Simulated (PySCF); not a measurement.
What does the GFN2-xTB structure of `C#C[Si@H](C)[N-][SiH3]` look like in three dimensions? (Charge -1.)

```
atom  x, y, z in Å
C1    -1.9937    2.0948   -0.3321
C2    -1.3671    1.0704   -0.2653
Si3   -0.2968   -0.4738   -0.0939
C4    -1.4516   -1.6714    0.8461
N5     1.1564   -0.3478    0.7083
Si6    2.5660    0.5385    0.5613
H7    -2.5520    2.9895   -0.3975
H8    -0.3211   -0.9556   -1.5196
H9    -1.6118   -1.3417    1.8687
H10   -1.0229   -2.6693    0.8875
H11   -2.4259   -1.7490    0.3664
H12    3.2552    0.5404   -0.7681
H13    2.4963    1.9954    0.8871
H14    3.5683   -0.0208    1.5090
```

Any rigid rotation of these coordinates is as good. Atoms count from 1 in this order. Si3 (SiH silicon) is distorted tetrahedral (angles from 99.6° to 119.7°). Si6 (SiH3 silicon) is distorted tetrahedral (angles from 102.3° to 117.8°). The C–Si distances run from 1.887 Å (C2–Si3, drawn single) to 1.911 Å (Si3–C4, drawn single), a spread of 0.024 Å.

Bonds between heavy atoms (Å): C1≡C2 1.203, C2–Si3 1.887, Si3–C4 1.911, Si3–N5 1.665, N5–Si6 1.672.

Computed geometry: GFN2-xTB, gas phase.

Point group: C1 (no symmetry element, even within 0.4 Å). Stationary, but not proved a minimum. Torsions: C2–Si3–N5–Si6 -58°.

One conformer stands for the species.
